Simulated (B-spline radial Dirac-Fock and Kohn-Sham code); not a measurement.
# Two-hole binding energies of Pm⁺

System: the Pm⁺ ion, 1s2 2s2 2p6 3s2 3p6 3d10 4s2 4p6 4d10 4f5 5s2 5p6 6s1.

Calculated with a radial finite-basis atomic code, using relaxed Dirac-Fock hole states (ΔSCF) with Breit and QED corrections and a finite nucleus. U is the two-hole binding energy less the two single-hole energies, the effective repulsion of the holes after relaxation. Each two-hole energy is an average over J within one jj subconfiguration.

```tsv
holes	E(a) (eV)	E(b) (eV)	E(ab) (eV)	U (eV)
1s⁻¹ 3p1/2⁻¹	45193.7	1484.6	46766.2	87.8
1s⁻¹ 3d3/2⁻¹	45193.7	1063.6	46332.7	75.4
2s⁻¹ 2p3/2⁻¹	7444.1	6470.9	14066.0	151.0
2p1/2⁻¹ 2p3/2⁻¹	7024.5	6470.9	13681.8	186.5
2s⁻¹ 3p1/2⁻¹	7444.1	1484.6	8998.5	69.8
2p3/2⁻¹ 3s⁻¹	6470.9	1663.8	8201.2	66.5
2p3/2⁻¹ 3p1/2⁻¹	6470.9	1484.6	8027.6	72.1
3p1/2⁻²	1484.6	1484.6	?	?
3p3/2⁻²	1371.3	1371.3	2790.8	48.2
3d3/2⁻¹ 3d5/2⁻¹	1063.6	1039.7	2160.0	56.7
3d5/2⁻²	1039.7	1039.7	2134.9	55.5
4d3/2⁻²	141.8	141.8	304.1	20.5
5p1/2⁻²	35.23	35.23	83.08	12.6
5p3/2⁻²	31.93	31.93	75.49	11.6
```

Q: Give the missing two-hole energy and U.

A: E(ab) = 3023.6 eV and U = 54.4 eV.
